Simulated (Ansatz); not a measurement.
Geometry optimisation, Ansatz, RHF/def2-SVP.

Input:

```yaml
crystal:
  periodic: [false, false, false]
  atoms:
    - { symbol: Si, position_ang: [0.133662, -0.0323, 0.107925] }
    - { symbol: H, position_ang: [-0.027021, 0.443917, 1.467702] }
    - { symbol: "N", position_ang: [1.859199, -0.227436, 0.322159] }
    - { symbol: H, position_ang: [2.499171, -0.536589, -0.384365] }
    - { symbol: H, position_ang: [2.309057, 0.357078, 1.00052] }
    - { symbol: F, position_ang: [-0.351035, 1.108916, -0.924397] }
    - { symbol: "N", position_ang: [-0.652157, -1.422911, -0.453593] }
    - { symbol: H, position_ang: [-0.532087, -2.333021, -0.055114] }
    - { symbol: H, position_ang: [-1.381789, -1.381154, -1.138537] }
basis:
  gaussian: { orbitals: def2-SVP }
hamiltonian:
  xc: hf
relax:
  f_tol: 0.03
  max_steps: 50
```

Launched with:

```bash
$ ansatz run input.yaml --threads 1 --pin off --max-ram 2048MiB --backend cpu --events-out ev --progress --plain --runs-dir out
```

Q: Where does it end, and by what steps?

A: The forces met the threshold. After 7 steps the energy has fallen by 0.232 eV; H2 moved furthest, 0.30 Å.

| step | energy less start (eV) | largest force component (eV/Å) | accepted |
| --- | --- | --- | --- |
| 0 | 0.0000 | 2.013 | yes |
| 1 | -0.1858 | 0.877 | yes |
| 2 | -0.2124 | 0.207 | yes |
| 3 | -0.2232 | 0.436 | yes |
| 4 | -0.2212 | 0.311 | no |
| 5 | -0.2310 | 0.183 | yes |
| 6 | -0.2323 | 0.032 | yes |
| 7 | -0.2325 | 0.007 | yes |

```xyz
9
Properties=species:S:1:pos:R:3
Si 0.157 0.005 0.161
H -0.319 0.504 1.461
N 1.833 -0.237 0.308
H 2.375 -0.653 -0.424
H 2.396 0.305 0.933
F -0.273 1.155 -0.891
N -0.556 -1.406 -0.473
H -0.358 -2.320 -0.119
H -1.399 -1.376 -1.012
```

Whether the end is a true minimum wasn't checked by a vibrational analysis.

The run took 10 s on 1 thread of Arm Neoverse V2, with other jobs on the host, peak memory 0.15 GiB.
